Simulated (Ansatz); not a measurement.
`[OH][Ga]1[CH2][S]1` and `[CH2]1[S][GaH]1` differ in one atom or group.

Ansatz, PBE0-D4/def2-TZVP geometries, multiplicity 1. Each molecule was computed in one conformer, which needn't be the lowest.

Scalar relativity is left out up to krypton.

```
                                          property  `[OH][Ga]1[CH2][S]1`
    zero-point energy (PBE0-D4/def2-TZVP) / kJ/mol                 108.0
size of the dipole moment (ωB97M-V/def2-TZVPP) / D                  3.47
           HOMO–LUMO gap (ωB97M-V/def2-TZVPP) / eV                  9.31
             LUMO energy (ωB97M-V/def2-TZVPP) / eV                  0.44
               HOMO–LUMO gap (PBE/def2-TZVPP) / eV                  3.40
              HOMO–LUMO gap (PBE0/def2-TZVPP) / eV                  5.40
```

Q: Give the same properties after the change, and the shifts. (An estimate is asked.)

A: Computed: 
```csv
property,`[CH2]1[S][GaH]1`,shift
zero-point energy (PBE0-D4/def2-TZVP) / kJ/mol,90.0,-18.0
size of the dipole moment (ωB97M-V/def2-TZVPP) / D,2.64,-0.83
HOMO–LUMO gap (ωB97M-V/def2-TZVPP) / eV,9.05,-0.26
LUMO energy (ωB97M-V/def2-TZVPP) / eV,0.25,-0.19
HOMO–LUMO gap (PBE/def2-TZVPP) / eV,3.48,0.08
HOMO–LUMO gap (PBE0/def2-TZVPP) / eV,5.28,-0.12
```

With PBE0 the HOMO rises by 0.06 eV and the LUMO falls by 0.06 eV, so the gap narrows by about 0.12 eV. PBE moves the HOMO by 0.00 eV and ωB97M-V by 0.08 eV. The zero-point energy changes by -18.0 kJ/mol with -3 modes. Dipoles are sizes alone; their direction can turn.
